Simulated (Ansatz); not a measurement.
A nudged elastic band was laid between two geometries of CH$_{4}$BBrO (8 atoms, charge 0, multiplicity 1).

Method: Ansatz 0.2.0, RKS PBE-D4/def2-SVP.

```
movable images  : 5
climbing image  : yes
spring          : 5.0 eV/Å²
optimiser       : quadratic models (default)
start path      : IDPP
force threshold : 0.05 eV/Å
iteration limit : 60
end points      : relaxed
```

First end point:

```xyz
8
Properties=species:S:1:pos:R:3
O -0.325 1.400 -0.785
B -0.207 0.522 0.248
C 0.635 -0.790 0.003
Br -0.820 -2.122 -0.190
H -0.908 2.149 -0.569
H -0.751 0.735 1.321
H 1.251 -1.134 0.854
H 1.217 -0.817 -0.937
```

Last end point:

```xyz
8
Properties=species:S:1:pos:R:3
O -1.342 0.821 -0.348
B -0.145 0.584 0.237
C 0.652 -0.743 -0.042
Br -0.185 -2.004 -1.289
H -1.724 1.678 -0.085
H 0.351 1.401 1.006
H 0.826 -1.289 0.908
H 1.660 -0.506 -0.443
```

**Question.** What changes between the two ends?

**Answer.** No bond is made or broken. The dihedral H6–B2–C3–H8 goes from -171 to -58°.

**Question.** What energy profile does the band end with?

**Answer.** It converged. The highest image is number 3 of 0 to 6, 0.092 eV above the first end and 0.052 eV above the last; the last end lies 0.040 eV above the first. A vibrational analysis at the climbing image gives one clearly imaginary mode, 136i cm⁻¹: a first-order saddle point.

```tsv
image	path coordinate (Å)	energy (eV)	dihedral H6–B2–C3–H8 (°)
0	0.00	0.000	-171
1	0.43	0.024	-152
2	0.85	0.071	-132
3	1.28	0.092	-112
4	1.70	0.077	-93
5	2.12	0.051	-75
6	2.53	0.040	-58
```

**Question.** What is the geometry of the highest image?

**Answer.** 
```xyz
8
Properties=species:S:1:pos:R:3:forces:R:3
O -0.889 1.098 -0.738 -0.01 0.00 -0.02
B -0.189 0.555 0.288 0.01 -0.01 0.02
C 0.642 -0.768 0.027 0.00 0.00 0.00
Br -0.489 -2.159 -0.793 0.00 0.00 0.00
H -1.354 1.914 -0.484 0.00 0.01 0.01
H -0.167 1.103 1.382 -0.01 0.01 -0.01
H 1.064 -1.213 0.947 0.00 0.00 0.00
H 1.474 -0.587 -0.685 0.00 0.00 0.00
```

**Question.** What are the harmonic wavenumbers there?

**Answer.** 136i, 144, 404, 519, 637, 739, 847, 917, 988, 1038, 1120, 1184, 1364, 1404, 2505, 3011, 3094, 3753 cm⁻¹.

The band took 5 iterations and roughly 70 core-seconds.

The run took 39 s on 2 threads of Intel(R) Xeon(R) Platinum 8488C (Sapphire Rapids) (shared host), peak memory 0.15 GiB.
